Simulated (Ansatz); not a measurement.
Program: Ansatz. Geometries: PBE0-D4/def2-TZVP. ΔE: electronic, gas phase. CCSD(T)/CBS is the MP2 limit (def2-TZVPP, def2-QZVPP) plus CCSD(T) − MP2 in def2-TZVPP, frozen cores. Functionals use def2-TZVPP. B3LYP here is the variant with VWN-RPA as its local correlation; programs differ in this. Each species was taken in one conformer, which may not be the lowest.

`NCO[SiH](O)F` → `NC(O)(O)[SiH2]F`  (isomerisation)

| level | ΔE (kJ/mol) |
| --- | --- |
| PBE0-D4 | 276.6 |
| ωB97M-V | 284.8 |
| B3LYP | 292.2 |
| SCS-MP2/def2-TZVPP | 299.6 |

(1) What does CCSD(T)/CBS give? (An estimate is asked.)

Largest T1 diagnostic among the species: 0.012.

Results:

(1) Computed: +292.8 kJ/mol. The listed levels differ from it by -16.2, -8.0, -0.6, 6.8 kJ/mol.

In def2-TZVPP, CCSD(T) changes the Hartree–Fock value by −28.0 kJ/mol (the triples alone add −5.3 kJ/mol) and MP2 by −19.9 kJ/mol. The D4 term adds −3.9 kJ/mol with B3LYP and −1.8 kJ/mol with PBE0; it sums over pairs of atoms, weighted by their polarisabilities, and B3LYP, whose exchange is more repulsive, gets the larger term.
